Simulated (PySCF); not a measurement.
## Ionisation energy of V by level of theory

V [Ar] 3d3 4s2 (4F) → V⁺ [Ar] 3d4 (5D), as a difference of total energies. Computed with PySCF 2.14 in def2-QZVPPD, with no relativity, point nucleus. Correlated levels: valence and next inner shell: [Ne] frozen. The calculations carry no spin-orbit coupling.

```tsv
method	ionisation energy (eV)
UHF	5.922
MP2 (valence and next inner shell)	6.079
SCS-MP2 (valence and next inner shell)	6.540
CCSD (valence and next inner shell)	6.442
CCSD(T) (valence and next inner shell)	6.531
```

How much does correlation contribute at CCSD(T) (valence and next inner shell)?

6.531 − (5.922) = 0.609 eV, measured against UHF.

These non-relativistic numbers lack the scalar-relativistic shift.

Errors of the correlated levels include the incompleteness of this basis and the frozen core.

For comparison: 6.732 eV (measured; NIST levels, between the centres of gravity of the two terms).
